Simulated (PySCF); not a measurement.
A structure optimised at PBE0-D3(BJ)/def2-SVP, used in a PySCF frequency run:

```xyz
11

C      0.0000     0.0000     2.8922
C      0.0000     0.0000     1.6727
B      0.0000     0.0000     0.1662
C      0.0000    -1.0571    -1.0053
O      0.0000     0.0000    -1.9730
C      0.0000     1.0571    -1.0053
H      0.0000     0.0000     3.9681
H     -0.8916    -1.7093    -1.0852
H      0.8916    -1.7093    -1.0852
H      0.8916     1.7093    -1.0852
H     -0.8916     1.7093    -1.0852
```
Charge 0, spin multiplicity 1.

Question: Write its SMILES, formula and point group.

Answer: C#CB1COC1, C4H5BO, C2v

Question: What are its rotational constants (standard atomic weights)?

Answer: 12.082, 2.0648, 1.8038 GHz
